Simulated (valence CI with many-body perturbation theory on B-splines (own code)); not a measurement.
E1 line list for Sm L

Computed by valence CI with perturbative core correlation (CI+MBPT): three valence electrons over a frozen Dirac-Fock core [Ne], a basis of 11 s, 11 p, 10 d, 8 f, 5 g, 2 h functions for each j, with the one-electron correlation potential Σ1, the two-electron term Σ2, the three-electron term Σ3, Breit, model QED; selected CI, second order for the rest, scaled by the run's own slope (own B-spline code, finite nucleus).

The last digits are not significant, and no measured levels were compared; by estimate large intervals hold to a few tenths of a per cent, small ones and those within an open d or f shell to about a per cent.

Lines 51 to 100 of 586 in falling wavelength, among levels below 2125.1 eV, chosen from the strongest by gf and those to the six lowest levels. Wavelengths and rates use the calculated energies. Electric multipoles are in the length gauge, E1 and E2 with the static RPA response of the core. Weak lines are less certain than strong ones. Lines between different terms over intervals too small for the method are left out, as are lines whose strength nearly cancels. Where a level lies close to another of its J and parity, the split of strength between their lines is uncertain. The highest levels of a list are the least certain.

Levels are named by their leading jj configuration (3d3/2^4 stands for four electrons in 3d with j = 3/2), which in mixed levels can hold well under half, so a name can repeat and another be missing. Letters in brackets count levels of one name in rising energy.

| λ vac (Å) | Upper | Lower | A (s⁻¹) | S (a.u.) |
| --- | --- | --- | --- | --- |
| 82.56 | (3s 3p1/2 3d3/2) J=5/2 | (3s 3p1/2 3p3/2) J=3/2 [b] | 2.87e+09 | 4.77e-03 |
| 81.97 | (3p1/2 3p3/2 3d5/2) J=9/2 | (3s 3p3/2 3d5/2) J=9/2 | 2.77e+10 | 7.52e-02 |
| 81.35 | (3p1/2 3p3/2 3d3/2) J=5/2 [a] | (3p1/2 3p3/2^2) J=5/2 | 1.61e+10 | 2.57e-02 |
| 80.08 | (3p1/2^2 3d3/2) J=3/2 | (3s 3p1/2 3d3/2) J=3/2 [a] | 2.56e+10 | 2.59e-02 |
| 78.48 | (3s 3p1/2 3d3/2) J=3/2 [a] | (3s 3p1/2 3p3/2) J=5/2 | 1.32e+10 | 1.26e-02 |
| 78.47 | (3p1/2^2 3p3/2) J=3/2 | (3s 3p1/2 3p3/2) J=3/2 [a] | 1.44e+10 | 1.38e-02 |
| 75.23 | (3d3/2^2 3d5/2) J=9/2 | (3p3/2 3d3/2 3d5/2) J=7/2 [c] | 1.44e+10 | 3.03e-02 |
| 73.73 | (3s 3p1/2 3d3/2) J=5/2 | (3s 3p1/2 3p3/2) J=5/2 | 7.31e+09 | 8.68e-03 |
| 71.26 | (3s 3p1/2 3d3/2) J=3/2 [b] | (3s 3p1/2 3p3/2) J=3/2 [b] | 5.57e+09 | 3.98e-03 |
| 70.31 | (3p1/2 3d3/2 3d5/2) J=9/2 | (3p1/2 3p3/2 3d5/2) J=9/2 | 2.80e+10 | 4.81e-02 |
| 70.23 | (3p3/2 3d3/2 3d5/2) J=5/2 [e] | (3p3/2^2 3d5/2) J=3/2 | 2.22e+10 | 2.27e-02 |
| 69.30 | (3d3/2 3d5/2^2) J=7/2 [a] | (3p3/2 3d3/2 3d5/2) J=5/2 [d] | 1.68e+10 | 2.21e-02 |
| 68.17 | (3d3/2 3d5/2^2) J=11/2 | (3p3/2 3d5/2^2) J=9/2 | 5.37e+10 | 1.01e-01 |
| 68.10 | (3s 3p1/2 3d3/2) J=5/2 | (3s 3p1/2 3p3/2) J=3/2 [a] | 3.36e+08 | 3.14e-04 |
| 67.80 | (3d3/2 3d5/2^2) J=3/2 [b] | (3p3/2 3d5/2^2) J=3/2 [a] | 3.62e+10 | 2.23e-02 |
| 67.02 | (3d5/2^3) J=9/2 | (3p3/2 3d5/2^2) J=7/2 [b] | 1.62e+11 | 2.41e-01 |
| 66.96 | (3d5/2^3) J=3/2 | (3p3/2 3d5/2^2) J=3/2 [b] | 9.25e+10 | 5.48e-02 |
| 66.77 | (3s^2 3d3/2) J=3/2 | (3s^2 3p3/2) J=3/2 | 9.82e+07 | 5.77e-05 |
| 66.75 | (3p3/2 3d5/2^2) J=7/2 [a] | (3p3/2^2 3d5/2) J=5/2 [a] | 2.41e+10 | 2.83e-02 |
| 66.33 | (3s 3d5/2^2) J=5/2 | (3s 3p3/2 3d5/2) J=3/2 [b] | 2.77e+10 | 2.39e-02 |
| 66.32 | (3s 3p1/2 3d5/2) J=5/2 [a] | (3s 3p1/2 3p3/2) J=3/2 [b] | 1.27e+09 | 1.09e-03 |
| 65.73 | (3s 3d5/2^2) J=7/2 | (3s 3p3/2 3d5/2) J=5/2 [b] | 1.21e+11 | 1.36e-01 |
| 65.30 | (3d3/2 3d5/2^2) J=7/2 [a] | (3p3/2 3d3/2 3d5/2) J=5/2 [c] | 2.43e+10 | 2.67e-02 |
| 65.26 | (3d3/2 3d5/2^2) J=5/2 [b] | (3p3/2 3d3/2 3d5/2) J=5/2 [e] | 2.46e+10 | 2.03e-02 |
| 64.81 | (3d3/2 3d5/2^2) J=7/2 [b] | (3p3/2 3d3/2 3d5/2) J=5/2 [e] | 3.41e+10 | 3.67e-02 |
| 64.72 | (3d3/2 3d5/2^2) J=5/2 [a] | (3p3/2 3d3/2 3d5/2) J=3/2 [c] | 7.51e+10 | 6.03e-02 |
| 64.59 | (3s 3p1/2 3d3/2) J=3/2 [b] | (3s 3p1/2 3p3/2) J=5/2 | 1.16e+08 | 6.18e-05 |
| 64.23 | (3s 3d5/2^2) J=9/2 | (3s 3p3/2 3d5/2) J=7/2 [b] | 4.82e+10 | 6.30e-02 |
| 64.20 | (3d3/2 3d5/2^2) J=11/2 | (3p3/2 3d5/2^2) J=11/2 | 4.40e+10 | 6.90e-02 |
| 64.00 | (3d3/2^2 3d5/2) J=9/2 | (3p3/2 3d3/2 3d5/2) J=9/2 [a] | 2.30e+10 | 2.98e-02 |
| 63.97 | (3d5/2^3) J=5/2 | (3p3/2 3d5/2^2) J=3/2 [b] | 1.38e+11 | 1.07e-01 |
| 63.60 | (3s 3d3/2 3d5/2) J=7/2 [b] | (3s 3p3/2 3d3/2) J=5/2 [b] | 4.55e+10 | 4.62e-02 |
| 63.59 | (3d3/2 3d5/2^2) J=7/2 [b] | (3p3/2 3d5/2^2) J=7/2 [a] | 3.74e+10 | 3.80e-02 |
| 63.56 | (3p3/2 3d3/2 3d5/2) J=7/2 [b] | (3p3/2^2 3d3/2) J=7/2 | 3.44e+10 | 3.48e-02 |
| 63.42 | (3p1/2 3d5/2^2) J=5/2 | (3p1/2 3p3/2 3d5/2) J=3/2 [b] | 2.92e+10 | 2.21e-02 |
| 63.41 | (3d3/2 3d5/2^2) J=9/2 | (3p3/2 3d3/2 3d5/2) J=7/2 [c] | 1.25e+11 | 1.58e-01 |
| 63.12 | (3p1/2 3d5/2^2) J=7/2 | (3p1/2 3p3/2 3d5/2) J=5/2 [b] | 1.24e+11 | 1.23e-01 |
| 63.02 | (3d3/2 3d5/2^2) J=5/2 [b] | (3p3/2 3d3/2 3d5/2) J=3/2 [c] | 5.68e+10 | 4.21e-02 |
| 62.89 | (3p1/2 3d5/2^2) J=3/2 | (3p1/2 3p3/2 3d5/2) J=1/2 | 4.80e+10 | 2.36e-02 |
| 62.87 | (3s 3d3/2 3d5/2) J=7/2 [b] | (3s 3p3/2 3d5/2) J=5/2 [a] | 3.62e+10 | 3.55e-02 |
| 62.80 | (3d3/2 3d5/2^2) J=11/2 | (3p3/2 3d3/2 3d5/2) J=9/2 [b] | 1.50e+11 | 2.20e-01 |
| 62.75 | (3p1/2 3d5/2^2) J=7/2 | (3s 3d3/2^2) J=5/2 | 4.29e+10 | 4.18e-02 |
| 62.74 | (3s 3d5/2^2) J=3/2 | (3s 3p3/2 3d5/2) J=3/2 [b] | 4.65e+10 | 2.26e-02 |
| 62.13 | (3p3/2 3d5/2^2) J=7/2 [b] | (3p3/2^2 3d5/2) J=5/2 [b] | 3.05e+11 | 2.88e-01 |
| 61.93 | (3d3/2 3d5/2^2) J=7/2 [b] | (3p3/2 3d3/2 3d5/2) J=5/2 [d] | 6.86e+10 | 6.43e-02 |
| 61.86 | (3p1/2 3d5/2^2) J=7/2 | (3p1/2 3p3/2 3d5/2) J=7/2 [b] | 2.06e+10 | 1.93e-02 |
| 61.63 | (3s 3p1/2 3d5/2) J=3/2 | (3s 3p1/2 3p3/2) J=1/2 | 7.04e+10 | 3.25e-02 |
| 61.53 | (3p3/2 3d5/2^2) J=11/2 | (3p3/2^2 3d5/2) J=9/2 | 1.15e+11 | 1.59e-01 |
| 61.38 | (3p1/2 3d5/2^2) J=9/2 | (3p1/2 3p3/2 3d5/2) J=7/2 [b] | 1.04e+11 | 1.19e-01 |
| 61.32 | (3d3/2 3d5/2^2) J=5/2 [a] | (3p3/2 3d3/2 3d5/2) J=3/2 [b] | 8.94e+10 | 6.10e-02 |
